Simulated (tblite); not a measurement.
Species: C3H8Cl2O2Si.
SMILES with atom numbers: `[CH3:1][O:2][SiH2:3][O:4][CH2:5][CH:6]([Cl:7])[Cl:8]` (hydrogens: H9, H10, H11 on C1; H12, H13 on Si3; H14, H15 on C5; H16 on C6)

Computed with GFN2-xTB (tblite), gas phase: L-BFGS steps from a force-field or distance-geometry start until the largest atomic force falls under 0.01 eV/Å.

The end geometry, which sets the zero of energy:
```
atom  x, y, z in Å
C1      2.6263    0.4056   -0.9363
O2      1.4343   -0.1250   -0.4402
Si3     0.8497   -0.0791    1.0702
O4     -0.5659   -0.8766    1.0127
C5     -1.5021   -0.9201   -0.0071
C6     -2.4763    0.2497    0.0925
Cl7    -1.6874    1.7591   -0.3858
Cl8    -3.8800   -0.0403   -0.9500
H9      2.6439    1.4917   -0.8237
H10     2.6924    0.1510   -1.9949
H11     3.4859   -0.0140   -0.4089
H12     1.5921   -0.9091    2.0068
H13     0.6989    1.3039    1.5207
H14    -2.0700   -1.8517    0.1044
H15    -1.0157   -0.9119   -0.9883
H16    -2.8336    0.3757    1.1166
```

Task: These geometries come from the run, each turned onto the end geometry. Order them by energy, lowest first.
A.
```
atom  x, y, z in Å
C1      2.9799    0.3819   -0.8309
O2      1.6983   -0.1554   -0.6300
Si3     0.9741   -0.2018    0.8194
O4     -0.5769    0.2313    0.6931
C5     -1.5490   -0.5023    0.0351
C6     -2.8876    0.2027    0.1733
Cl7    -2.8642    1.7813   -0.6455
Cl8    -4.0887   -0.8198   -0.6210
H9      2.8967    1.4596   -0.9567
H10     3.3723   -0.0911   -1.7227
H11     3.6311    0.1949    0.0217
H12     1.0590   -1.6052    1.3141
H13     1.4486    0.8972    1.6642
H14    -1.6270   -1.5020    0.4875
H15    -1.3131   -0.6264   -1.0324
H16    -3.1610    0.3640    1.2195
```
B.
```
atom  x, y, z in Å
C1      2.8909    0.3705   -0.8029
O2      1.6011   -0.2406   -0.7833
Si3     0.9356   -0.1775    0.6977
O4     -0.5824    0.3264    0.7192
C5     -1.5150   -0.4821    0.0431
C6     -2.8827    0.1648    0.1535
Cl7    -2.7793    1.7751   -0.5826
Cl8    -4.1474   -0.8307   -0.5926
H9      2.7494    1.4424   -0.8854
H10     3.5120    0.0234   -1.6207
H11     3.3596    0.1220    0.1410
H12     0.9986   -1.5303    1.2965
H13     1.7198    0.7888    1.4831
H14    -1.5271   -1.4607    0.5346
H15    -1.1840   -0.5916   -1.0028
H16    -3.1567    0.3091    1.1906
```
C.
```
atom  x, y, z in Å
C1      2.6829    0.3488   -0.9260
O2      1.4723   -0.1403   -0.4315
Si3     0.8465   -0.0229    1.0589
O4     -0.5633   -0.8284    0.9923
C5     -1.4876   -0.8807   -0.0388
C6     -2.5327    0.2203    0.1181
Cl7    -1.8644    1.7900   -0.3555
Cl8    -3.9528   -0.1399   -0.8801
H9      2.8152    1.4014   -0.6679
H10     2.6704    0.2412   -2.0110
H11     3.5213   -0.2192   -0.5159
H12     1.5488   -0.8062    2.0633
H13     0.6868    1.3849    1.4207
H14    -1.9946   -1.8514    0.0184
H15    -0.9978   -0.7913   -1.0140
H16    -2.8585    0.3026    1.1577
```
D.
```
atom  x, y, z in Å
C1      2.7168    0.3091   -0.9305
O2      1.4757   -0.1132   -0.4497
Si3     0.8522    0.0452    1.0378
O4     -0.5637   -0.7503    1.0042
C5     -1.4882   -0.8635   -0.0213
C6     -2.5857    0.1847    0.1269
Cl7    -1.9531    1.7998   -0.2212
Cl8    -3.9249   -0.1776   -0.9759
H9      2.9883    1.2850   -0.5256
H10     2.6550    0.3711   -2.0170
H11     3.4927   -0.4087   -0.6551
H12     1.5584   -0.7142    2.0584
H13     0.7105    1.4643    1.3614
H14    -1.9504   -1.8556    0.0528
H15    -1.0108   -0.7631   -1.0013
H16    -2.9802    0.1960    1.1449
```
E.
```
atom  x, y, z in Å
C1      2.9575    0.3655   -0.8640
O2      1.6130    0.2243   -0.5054
Si3     0.9696   -0.1026    0.9439
O4     -0.6377    0.0497    0.8325
C5     -1.5536   -0.5611   -0.0090
C6     -2.8805    0.1781    0.1097
Cl7    -2.7832    1.7535   -0.6943
Cl8    -4.1749   -0.7845   -0.6159
H9      3.1687    1.4194   -1.0587
H10     3.1419   -0.2092   -1.7739
H11     3.6249    0.0133   -0.0755
H12     1.3726   -1.4535    1.3449
H13     1.2329    0.9078    1.9537
H14    -1.7084   -1.6043    0.2957
H15    -1.2150   -0.5476   -1.0507
H16    -3.1354    0.3600    1.1558
```

Result: C (0.004 eV), D (0.010 eV), E (0.075 eV), A (0.213 eV), B (0.571 eV).

In the order of the answer:

```
step  E above end (eV)  largest force (eV/Å)  rms force component (eV/Å)  rms distance from end (Å)  rms bond change (Å)  bond most changed (Å)
 160             0.004                  0.03                       0.008                      0.130                0.001          C6–Cl7 +0.001
 126             0.010                  0.03                       0.009                      0.237                0.001          Si3–O4 -0.001
  59             0.075                  0.05                       0.015                      0.628                0.004         Si3–H12 +0.011
  10             0.213                  0.50                       0.144                      0.703                0.011         Si3–H12 +0.035
   2             0.571                  1.24                       0.303                      0.749                0.015           C1–O2 +0.031
```

The cost below is that of the whole relaxation. Hardware: one thread of an Arm Neoverse N1, no GPU (shared host). Cost: 2.9 s wall.
